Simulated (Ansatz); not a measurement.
Frontier orbitals of `C[CH]1[S][GaH]1`.

The species carries charge 0 and has multiplicity 1. Correlated methods include outer-core shells of Ga, which these sets cover unevenly. Scalar relativity is left out up to krypton. The geometry is a stationary point of PBE0-D4/def2-TZVP. Basis def2-TZVPP, Ansatz.

```csv
functional,HOMO (eV),LUMO (eV)
ωB97X-V,-8.70,0.45
```

Q: Give HOMO and LUMO (eV) with LDA (SPW92), PBE, revPBE, BLYP, r2SCAN, B97M-V, PBE0, B3LYP, r2SCANh, r2SCAN0, HSE06 (plane-wave form), BHLYP, CAM-B3LYP, LC-ωPBE, ωB97M-V, HF. (Estimate.)

A: The calculation gave: 
| functional | HOMO | LUMO |
| --- | --- | --- |
| LDA (SPW92) | -5.64 | -2.45 |
| PBE | -5.48 | -2.19 |
| revPBE | -5.42 | -2.07 |
| BLYP | -5.34 | -2.11 |
| r2SCAN | -5.68 | -1.95 |
| B97M-V | -5.70 | -2.13 |
| PBE0 | -6.51 | -1.43 |
| B3LYP | -6.32 | -1.68 |
| r2SCANh | -6.07 | -1.68 |
| r2SCAN0 | -6.65 | -1.29 |
| HSE06 (plane-wave form) | -6.12 | -1.80 |
| BHLYP | -7.43 | -0.70 |
| CAM-B3LYP | -7.75 | -0.55 |
| LC-ωPBE | -9.02 | 0.59 |
| ωB97M-V | -8.58 | 0.25 |
| HF | -8.83 | 1.30 |

B3LYP here is the variant with VWN-RPA as its local correlation; programs differ in this. LC-ωPBE has ω = 0.4 bohr⁻¹. Positive LUMOs are unbound and depend on the basis.
